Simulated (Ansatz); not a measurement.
Molecule: dialuminium oxide, Al2O (charge 0, singlet). 
Coordinates optimised at B3LYP-D3(BJ)/def2-TZVP (Ansatz, a program for electronic structure):
```
O
Al 1 1.7104
Al 1 1.7104 2 180.00
```

Atomisation energy built up term by term with Ansatz (kcal/mol; UHF references for open shells; valence terms freeze the core; atomic spin-orbit terms are left out). CBS marks a two-point X^-3 extrapolation of the correlation energy; Hartree-Fock from the larger set.

```json
[
 {"term": "Hartree-Fock", "basis": "aug-cc-pV(Q+d)Z", "kcal/mol": "(withheld)"},
 {"term": "CCSD correlation", "basis": "CBS(aug-cc-pV(T+d)Z,aug-cc-pV(Q+d)Z)", "kcal/mol": "70.80"},
 {"term": "(T)", "basis": "CBS(aug-cc-pV(T+d)Z,aug-cc-pV(Q+d)Z)", "kcal/mol": "(withheld)"},
 {"term": "core correlation", "basis": "cc-pwCVTZ", "kcal/mol": "0.63"},
 {"term": "scalar relativity (X2C)", "basis": "cc-pVTZ-DK against cc-pVTZ", "kcal/mol": "-0.49"},
 {"term": "sum: De", "basis": "", "kcal/mol": "(withheld)"}
]
```

Problem. Fill in the missing entries.

Solution. 
- Hartree-Fock, kcal/mol: 177.69
- (T), kcal/mol: 6.99
- sum: De, kcal/mol: 255.6
